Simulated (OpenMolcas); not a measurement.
## Computed transition rates of Pb

```
Program             : OpenMolcas 26.06
Method              : RASSCF
Basis               : ANO-RCC-VTZP [8s7p5d3f2g]
Scalar Hamiltonian  : DKH2, point nucleus
Active space        : 4 electrons in 9 orbitals (RAS2 6s 6p; RAS3 6d, at most 2 electrons)
State averaging     : 2S+1 = 3 even, 3 roots; 2S+1 = 1 even, 6 roots; 2S+1 = 5 odd, 1 root; 2S+1 = 3 odd, 5 roots; 2S+1 = 1 odd, 5 roots (0 in the spin-orbit step)
Spin-orbit coupling : state interaction with AMFI integrals over the reference wave functions, term energies averaged over their components
```

Rates come from the transition moments of the reference wave functions (E1 and E2 in the length form). At fixed line strength A goes as λ^-3 for E1 and M1 and as λ^-5 for E2, so a rate at the computed wavelength can be rescaled to the measured one. Measured vacuum wavelengths follow from level energies in NIST Handbook of Basic Atomic Spectroscopic Data. Branching counts decays inside the model space alone, at computed energies, and the table is only a selection of the E2 and M1 lines, drawn from those between levels with measured partners whose computed energy lies within a factor of 1.5 of the measured one.

```csv
Upper,Lower,Type,λ computed (nm),λ measured (nm),A computed (s-1),A rescaled (s-1),Branching %
6s² 6p² ³P₂ [70 %],6s² 6p² ³P₁,M1,2799,3532,4.35e-01,2.16e-01,71.4
6s² 6p² ³P₁,6s² 6p² ³P₀,M1,1556,1279,4.28e+00,7.71e+00,100.0
6s² 6p² ¹S₀,6s² 6p² ¹D₂ [70 %],E2,1031,1249,1.91e+00,7.32e-01,2.2
6s² 6p² ³P₂ [70 %],6s² 6p² ³P₀,E2,1000,938.9,1.73e-01,2.37e-01,28.5
6s² 6p² ¹D₂ [70 %],6s² 6p² ³P₂ [70 %],M1,999.5,925.3,8.49e+00,,43.8
6s² 6p² ¹D₂ [70 %],6s² 6p² ³P₂ [70 %],E2,999.5,925.3,4.50e-01,,2.3
6s² 6p² ¹D₂ [70 %],6s² 6p² ³P₁,M1,736.5,733.2,1.00e+01,,51.8
6s² 6p² ¹D₂ [70 %],6s² 6p² ³P₁,E2,736.5,733.2,3.87e-01,,2.0
6s² 6p² ¹S₀,6s² 6p² ³P₂ [70 %],E2,507.6,531.4,1.30e+01,,14.8
6s² 6p² ¹S₀,6s² 6p² ³P₁,M1,429.7,461.9,7.26e+01,,83.0
```

Spin-changing lines and M1 lines between different terms are not rescaled, since their strength hangs on the term gaps too.

The largest correction is for 6s² 6p² ¹S₀ → 6s² 6p² ¹D₂ [70 %] (E2): 1.91e+00 × (1031 / 1249)^5 = 7.32e-01 s-1, a factor of 0.38.

No measured rate stands beside these. Rescaling mends the energy factor alone: line strengths can still be far off where a level mixes with configurations outside the active space, and weak or spin-changing lines hang on small mixing coefficients that depend on the term gaps too, so rescaling need not improve them.

Some high roots are left out of the spin-orbit mixing, which shifts the levels that they would mix with. Active for correlation alone: 6d; no level in the range computed is led by a configuration that fills it, so any true level of that kind is missing. Spin-orbit splittings of 6p shells tend to come out small when the coupling is added on scalar orbitals. Measured partners are found by configuration, term and J. A level has none where our copy of the source lacks it or the pairing is in doubt (some pairs that miss far off the trend of their configuration count as doubtful). Where the source uses jj or jK labels, the order within each J decides. Only configurations of the active space appear.

A share in square brackets marks a mixed level and gives the weight of the term that names it.
